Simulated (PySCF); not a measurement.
SMILES C[Si]([SiH2][Si](F)(F)F)(C)C, GFN2-xTB optimised geometry.

```
20

Si     2.29    -0.93     0.00
F      2.94    -0.14     1.23
F      3.15    -2.28     0.01
F      2.94    -0.16    -1.23
Si     0.01    -0.93     0.00
Si    -0.83     1.26     0.00
C     -0.23     2.17     1.57
C     -0.18     2.19    -1.54
C     -2.74     1.26    -0.03
H     -0.42    -1.74     1.16
H     -0.42    -1.74    -1.16
H     -0.54     3.21     1.57
H      0.86     2.16     1.63
H     -0.62     1.71     2.47
H     -0.50     3.23    -1.54
H     -0.54     1.74    -2.46
H      0.90     2.18    -1.57
H     -3.12     0.76    -0.91
H     -3.15     0.75     0.84
H     -3.14     2.28    -0.03
```

Density from PySCF with CAM-B3LYP/def2-SVP at that geometry.

Minimum of the electron density along straight lines between bonded atoms, close to the bond critical point (lines longer than 1.1 times the sum of covalent radii, or with two minima, are not listed):

| bond | length / Å | ρ at the minimum / e bohr⁻³ | ∇²ρ there / e bohr⁻⁵ | position (fraction from the first atom) |
|---|---|---|---|---|
| Si1–F2 | 1.597 | 0.123 | 1.16 | 0.42 |
| Si1–F3 | 1.593 | 0.124 | 1.17 | 0.42 |
| Si1–F4 | 1.597 | 0.123 | 1.16 | 0.42 |
| Si5–Si6 | 2.348 | 0.091 | -0.03 | 0.66 |
| Si6–C7 | 1.912 | 0.110 | 0.30 | 0.38 |
| Si6–C8 | 1.912 | 0.110 | 0.30 | 0.38 |
| Si6–C9 | 1.911 | 0.110 | 0.30 | 0.38 |
| Si5–H10 | 1.475 | 0.114 | 0.32 | 0.49 |
| Si5–H11 | 1.475 | 0.114 | 0.32 | 0.49 |
| C7–H12 | 1.087 | 0.272 | -0.98 | 0.63 |
| C7–H13 | 1.086 | 0.273 | -0.99 | 0.63 |
| C7–H14 | 1.086 | 0.272 | -0.99 | 0.63 |
| C8–H15 | 1.087 | 0.272 | -0.98 | 0.63 |
| C8–H16 | 1.086 | 0.272 | -0.99 | 0.63 |
| C8–H17 | 1.086 | 0.273 | -0.99 | 0.63 |
| C9–H18 | 1.086 | 0.273 | -0.99 | 0.63 |
| C9–H19 | 1.086 | 0.273 | -0.99 | 0.63 |
| C9–H20 | 1.086 | 0.272 | -0.99 | 0.63 |
